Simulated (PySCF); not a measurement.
C₂H₅ClGeO. Atoms are numbered in the order given.

```xyz
10

Cl    -2.0632    -0.4762     0.0000
Ge    -0.1025     0.4866     0.0000
C      1.3144    -0.3265     1.1470
O      2.1644    -0.4358     0.0000
C      1.3144    -0.3265    -1.1470
H     -0.3573     2.0092     0.0000
H      1.7945     0.2698     1.9385
H      1.0172    -1.3099     1.5560
H      1.0172    -1.3099    -1.5560
H      1.7945     0.2698    -1.9385
```
Charge 0, spin multiplicity 1.

The structure is a stationary point at B3LYP-D3(BJ)/def2-SVP. The structure was generated by enumeration, and PubChem lists no compound with its InChIKey, so it may never have been made.

These are PySCF with HF/pcSseg-1 values and carry that method's errors.

GIAO shieldings, no solvent; atoms listed in one row are averaged. δ = σ(ref) − σ: ³⁵Cl against HCl (σ = 958.2 ppm); ⁷³Ge against GeH4 (σ = 1776.1 ppm); ¹³C against TMS (σ = 192.6 ppm); ¹⁷O against H2O (σ = 333.0 ppm); ¹H against TMS (σ = 31.99 ppm), references at their B3LYP-D3(BJ)/def2-TZVP geometries, non-relativistic (without spin–orbit terms, shifts of atoms bonded to Cl or Br come out too high).

Task: Estimate the chemical shifts. (The exact figures need the calculation; the answer reports its results.)

Result: 
| nucleus | atoms | count | δ (ppm) |
|---|---|---|---|
| ³⁵Cl | Cl1 | 1 | -52.3 |
| ⁷³Ge | Ge2 | 1 | 332.2 |
| ¹³C | C3, C5 | 2 | 76.5 |
| ¹⁷O | O4 | 1 | 10.7 |
| ¹H | H6 | 1 | 6.22 |
| ¹H | H8, H9 | 2 | 4.93 |
| ¹H | H7, H10 | 2 | 4.76 |
